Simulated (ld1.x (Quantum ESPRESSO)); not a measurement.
Results of a calculation; reference values are marked as such.
## Potentials for manganese (Mn) compared

Generated with ld1.x 7.5 (TM, RRKJ, ultrasoft, PAW), atompaw 4.2 or ONCVPSP 4.0.1. The cutoff is in Ry: for ld1.x and atompaw files where the sum of valence levels is converged to 10 mRy in a Bessel basis, for ONCV files where the hardest occupied wave has 1 mHa per electron of residual kinetic energy. The error is the largest all-electron minus pseudo excitation energy over each file’s own four to seven test configurations (ionisations up to +4, promotions, holes and added fractions of an electron), all of which were solved. The labels leave out finer settings (local radius, basis sizes, second energies), which also bear on the numbers. Spin-polarised tests are not counted. The rows are a selection from randomly drawn settings: files with unsolved tests, undetermined cutoffs or missed reference levels are left out.

```tsv
potential	cutoff (Ry)	largest error (meV)	bound ghosts
TM semilocal, LDA (PZ), non-relativistic, rc 2.10/2.05/0.90 (spd), local s, core correction yes, reference 3d5 4s0 4p0	200	-1888	none
TM semilocal, PBE, scalar-relativistic, rc 2.15/1.00/1.40 (spd), local p, core correction no, reference 3p6 3d5 4s0 4p0	120	-188	none
ultrasoft, BLYP, fully relativistic, rc 2.35/3.20/1.85 (spd), local smoothed, core correction yes, reference 3d5 4s2 4p0	30	-323	none
TM semilocal, PBE, non-relativistic, rc 2.05/1.25/1.40 (spd), local s, core correction yes, reference 3p6 3d5 4s2 4p0	110	-118	none
```

Question: Fill in the row for Mn: TM, PBE, scalar-relativistic, rc 0.75/1.15/1.55 (spd), local s, core correction no, reference 3s2 3p6 3d4 4s0 4p0.

Answer: cutoff 180 Ry, largest error +133 meV, bound ghosts: none.
